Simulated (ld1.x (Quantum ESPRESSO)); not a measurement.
# Re, ultrasoft: configuration errors across variants

ld1.x (Quantum ESPRESSO) 7.5 input, shortened:

```
&input
   title='Re', zed=75., rel=2, dft='BLYP', iswitch=3,
   config='[Xe] 4f14 5d5 6s1 6p0', rel_dist='average'
 /
 &inputp
   pseudotype=3, tm=.true., lloc=-1, rcloc=1.35,
   nlcc=.true., new_core_ps=.true., rcore=1.05
 /
6
5S  1  0   2.00   0.00  1.50  1.60  0.0
6S  2  0   1.00   0.00  1.50  1.60  0.0
5P  2  1   6.00   0.00  1.55  2.05  0.0
6P  3  1   0.00   0.00  1.55  2.05  0.0
5D  3  2   5.00   0.00  1.90  2.20  0.0
5D  3  2   0.00  -0.30  1.90  2.20  0.0
 &test
   configts(1)='5s2 5p6 5d5 6s1 6p0'
 /
```

Open shells are filled in proportion to 2j + 1 (rel_dist='average').

All-electron excitation energies from the reference (eV): (1) 5s2 5p6 5d5 6s2 6p0 -9.195; (2) 5s2 5p6 5d5 6s0 6p0 16.391; (3) 5s2 5p6 5d4 6s0 6p0 43.449; (4) 5s1 5p6 5d5 6s2 6p0 82.297; (5) 5s2 5p6 5d6 6s0 6p0 0.266; (6) 5s2 5p6 5d5.5 6s1.5 6p0 -8.793.

The overlap operator is not positive definite (basis up to 400 Ry) in “base”, “core correction Bessel-smoothed model core inside 1.38 bohr”, “waves 5d (bound): rcut 1.90, rcutus 2.30 bohr; 5d channel at -0.3 Ry: rcut 1.90, rcutus 2.30 bohr”. Such files are unfit for use, however small their errors in these radial tests.

6 further variants failed, have other tests or another functional or relativity, and are left out.

A true bound ghost makes a file unfit for plane-wave use even where its test errors are small: the radial tests pick states by their node count and pass the ghost by.

The file “base” misses its own reference levels by 1.7 eV. The file “core correction Bessel-smoothed model core inside 1.38 bohr” misses its own reference levels by 1.7 eV. The file “waves 5d (bound): rcut 1.90, rcutus 2.30 bohr; 5d channel at -0.3 Ry: rcut 1.90, rcutus 2.30 bohr” misses its own reference levels by 1.7 eV.

Errors AE − PS in meV (a dash: test not solved or not reliable):

| change | (1) | (2) | (3) | (4) | (5) | (6) | bound ghosts |
| --- | --- | --- | --- | --- | --- | --- | --- |
| base | -1323 | +2047 | +2670 | -2243 | +1601 | -523 | not determined (overlap not positive) |
| core correction Bessel-smoothed model core inside 1.38 bohr | -1318 | +2043 | +2667 | – | – | – | not determined (overlap not positive) |
| waves 5d (bound): rcut 1.90, rcutus 2.30 bohr; 5d channel at -0.3 Ry: rcut 1.90, rcutus 2.30 bohr | -1323 | +2047 | +2670 | -2247 | +1601 | -523 | d3/2 (s, p1/2, p3/2 not tested, overlap not positive) |

Question: Give the same row for: type PAW; local potential all-electron potential smoothed inside 1.90 bohr (lloc = -1); augmentation PSQ, inside the norm-conserving radii.

Answer: -0.3, -2.0, -65, –, –, –; bound ghosts: not determined.
